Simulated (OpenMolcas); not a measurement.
Cr5+, Mo5+, W5+: d down the group

| Quantity | Value |
| --- | --- |
| Program | OpenMolcas |
| Method | CASSCF |
| Basis | ANO-RCC-VQZP |
| Scalar Hamiltonian | DKH2, point nucleus |
| Spin-orbit coupling | RASSI with atomic mean-field integrals over the reference wave functions, term energies averaged over their components |

Active space for each ion: 1 electron in 5 orbitals (d).

Computed levels in cm-1 above ²D_3/2:

| Level | Cr5+ | Mo5+ | W5+ |
| --- | --- | --- | --- |
| ²D_5/2 | 909 | 2418 | 8627 |
| weight of ²D in the lowest level (%) | 100 | 100 | 100 |

Measured, with the error of the calculation in %. Measured levels: Cr5+ from Sugar and Corliss, J. Phys. Chem. Ref. Data 6, 317 (1977); Mo5+ from Sugar and Musgrove, J. Phys. Chem. Ref. Data 17, 155 (1988); W5+ from the list in J. Phys. B 45, 035002 (2012).

```
 Level        Cr5+         Mo5+          W5+
²D_5/2  940 (-3.3)  2584 (-6.4)  8709 (-1.0)
```

The fine-structure level ²D_5/2 changes by a factor of 9.49 from Cr5+ to W5+.

With one active electron the reference holds no correlation, so core polarisation is missing. Computed and measured levels are paired by configuration, term and J; levels that our copy of the source lacks, or whose pairing is in doubt (as where it misses far off the trend of its configuration), stay unpaired and out of the deviations. Only configurations of the active space appear.
